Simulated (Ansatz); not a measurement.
Reaction (stannylene formation by 1,1-elimination): `C#[C][Sn]([Cl])([Cl])[C]#C` → `[Cl][Sn][Cl]` + `C#CC#C`

Program: Ansatz. Geometries: PBE0-D4/def2-TZVP. ΔE: electronic, gas phase. CCSD(T)/CBS is the MP2 limit (def2-TZVPP, def2-QZVPP) plus CCSD(T) − MP2 in def2-TZVPP, frozen cores. This one scheme is used for every species. Functionals use def2-TZVPP. Elements past krypton have def2 core potentials. For Sn outer-core shells are correlated without core-valence functions, which leaves a few kJ/mol of doubt a bond.

```json
{"level": "PBE-D4", "ΔE (kJ/mol)": "-75.6"}
{"level": "CCSD(T)/def2-SVP", "ΔE (kJ/mol)": "-21.8"}
```

Task: What does CCSD(T)/CBS give? (Estimate.)

Result: Computed: -11.0 kJ/mol. The listed levels differ from it by -64.6, -10.8 kJ/mol.

Largest T1 diagnostic among the species: 0.014.

From BLYP to BHLYP (50 % exact exchange), in def2-TZVPP and without D4, ΔE moves by +62.8 kJ/mol. At CCSD(T), def2-SVP lies −10.9 kJ/mol from the extrapolated value and def2-TZVPP +9.5 kJ/mol. In def2-TZVPP, CCSD(T) changes the Hartree–Fock value by +18.3 kJ/mol (the triples alone add +2.4 kJ/mol) and MP2 by +12.0 kJ/mol.

CCSD(T)/CBS has its own doubt, a few kJ/mol and more with outer-core shells, so smaller differences from it don't rank the levels.
